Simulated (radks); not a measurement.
Values are calculated unless marked as measured or tabulated.
Problem. These are the eigenvalues of the occupied orbitals of an atom or ion with whole-number occupations (eV). Code: a radial shooting solver on a logarithmic mesh with Libxc functionals. Model: non-relativistic Kohn-Sham, LDA (Slater exchange, Perdew-Wang correlation), spin-unpolarised, spherical densities, point nucleus.

orbital  eigenvalue
1s        -87768.15
2s        -20063.52
2p        -19668.50

Which element is it, and in what charge state? The configuration may be excited.

Solution. Z = 83, bismuth, charge +73: Bi73+ in [Ne]. The list shows which subshells hold electrons but not how many an open one holds; the 1s level, -3225.4 hartree, gives Z - s = 80.3 by -(Z - s)^2/2, which with screening narrows Z to a few neighbours, and the depths of the outer levels then fix element, charge and occupations together.
